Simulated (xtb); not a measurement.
xtb input:

```bash
xtb mol.xyz --gfn 2 --ohess tight --chrg 1 --uhf 0
```
mol.xyz:
```
12

C     -1.75836650     0.38432493    -0.22816831
C     -0.37302076    -0.19394308     0.17768458
O      0.59347360     0.56442589    -0.48632312
C      1.86362747     0.18256090    -0.24977246
O      2.21236600    -0.77471880     0.44389121
H     -1.85669381     0.34532928    -1.32520029
H     -2.50928818    -0.24665765     0.21166266
H     -1.82539398     1.39328245     0.08993743
H     -0.26117192    -0.14580885     1.25460374
H     -0.26828896    -1.27037779    -0.23015477
H      2.56736533     0.83768381    -0.76154288
H      1.49644058    -1.16771287     1.08328697
```

Predict the final energy.

-17.65551 Eh (GFN2-xTB).

It need not be the lowest isomer of its formula.
